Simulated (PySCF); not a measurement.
CH7AlO2, singlet, B3LYP/def2-SVP optimised geometry.

```
11

Al    -1.56    -0.70     0.00
H     -1.91    -1.48     1.35
H     -1.78    -1.42    -1.41
O     -1.73     1.04     0.00
H     -2.14     1.51     0.73
C      1.25     0.47    -0.30
O      0.46    -0.70     0.00
H      2.14     0.49     0.34
H      0.59     1.32    -0.09
H      1.54     0.48    -1.36
H      0.89    -1.51    -0.31
```

Density from B3LYP/def2-TZVP run with PySCF at that geometry.

Minimum of the electron density along straight lines between bonded atoms, close to the bond critical point (lines longer than 1.1 times the sum of covalent radii, or with two minima, are not listed):

| bond | length / Å | ρ at the minimum / e bohr⁻³ | ∇²ρ there / e bohr⁻⁵ | position (fraction from the first atom) |
|---|---|---|---|---|
| Al1–H2 | 1.597 | 0.080 | 0.20 | 0.50 |
| Al1–H3 | 1.596 | 0.081 | 0.20 | 0.50 |
| Al1–O4 | 1.743 | 0.098 | … | 0.43 |
| O4–H5 | 0.961 | 0.356 | -2.35 | 0.80 |
| Al1–O7 | 2.016 | 0.045 | … | 0.42 |
| C6–O7 | 1.441 | … | -0.41 | 0.35 |
| C6–H8 | 1.100 | 0.282 | -0.99 | 0.65 |
| C6–H9 | 1.096 | 0.288 | -1.04 | 0.66 |
| C6–H10 | 1.101 | 0.281 | -0.98 | 0.65 |
| O7–H11 | 0.968 | 0.354 | -2.43 | 0.81 |

**Question.** Fill in the missing entries.

**Answer.** 
- Al1–O4, ∇²ρ there / e bohr⁻⁵: 0.67
- Al1–O7, ∇²ρ there / e bohr⁻⁵: 0.26
- C6–O7, ρ at the minimum / e bohr⁻³: 0.234
